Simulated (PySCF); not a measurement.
Relaxation of singlet GeF₃⁻

Computed with PySCF, PBE0, basis Ge def2-SVPD, F def2-SVPD (no relativity, density fitting). A (50,194) grid was used.

A hand-made T-shaped start, of C2v symmetry, held to at least that symmetry:

```xyz
4
charge -1 multiplicity 1, angstrom
Ge    0.0000    0.0000   -0.2872
F     0.0000    0.0000    1.5628
F     1.8489    0.0000   -0.2226
F    -1.8489    0.0000   -0.2226
```

**Question.** What forces act on the atoms at the start (eV/Å)?

**Answer.** 
```csv
atom,Fx,Fy,Fz
Ge1,0.00,0.00,0.02
F2,0.00,0.00,-0.50
F3,1.42,0.00,0.24
F4,-1.42,0.00,0.24
```

**Question.** What does it relax to?

**Answer.** It ends at C2v with Ge–F 1.807 Å, Ge–F 1.950 Å (×2); F–Ge–F 86.3° (×2), F–Ge–F 172.6°. A frequency run shows 1 imaginary mode, down to 167i cm⁻¹, so it is a saddle point.

**Question.** How much energy is released, and in how many steps?

**Answer.** 14.7 kJ/mol in 4 steps.

The relaxation took roughly 19 core-seconds on a shared host.
